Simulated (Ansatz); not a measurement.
System: sum formula H10Si3NO (charge +1, singlet). It need not be the lowest isomer of its formula. 
Geometry from a B3LYP-D3(BJ)/def2-TZVP (Ansatz, a first-principles code) optimisation:
```
Si
O 1 1.5891
Si 2 1.6825 1 158.20
H 1 1.4677 2 115.64 3 -63.28
H 1 1.4689 4 114.74 2 -137.62
H 3 1.4720 2 105.77 1 175.56
H 3 1.4728 6 112.11 2 -116.55
H 3 1.4731 6 112.09 7 -126.89
N 1 1.8783 4 102.29 5 -109.77
H 9 1.0228 1 108.54 4 -47.11
H 9 1.0234 10 105.01 1 115.35
Si 9 1.8735 10 109.88 11 117.58
H 12 1.4675 9 103.41 10 -158.43
H 12 1.4681 13 114.84 9 -113.75
H 12 1.4694 13 114.14 14 -134.73
```
Charge +1, spin multiplicity 1.

Basis-set convergence of Hartree-Fock and CCSD correlation energies (hartree) with Ansatz. Correlated levels leave the core frozen unless marked. Spin-orbit coupling is left out. No relativistic terms.

```tsv
basis	functions	E(HF)	E(corr, CCSD)
cc-pV(D+d)Z	147	-1001.85888	-0.72554
cc-pV(T+d)Z	317	-1001.95740	-0.88219
cc-pV(Q+d)Z	602	-1001.98008	-0.93366
```

Extrapolating the two largest sets (X = 3 and 4) as X^-3: E(corr) = (64·(-0.93366) - 27·(-0.88219))/37 = -0.9712 Eh, an estimate of the basis-set limit. The largest set recovers 96.1 % of it, the smallest 74.7 %.
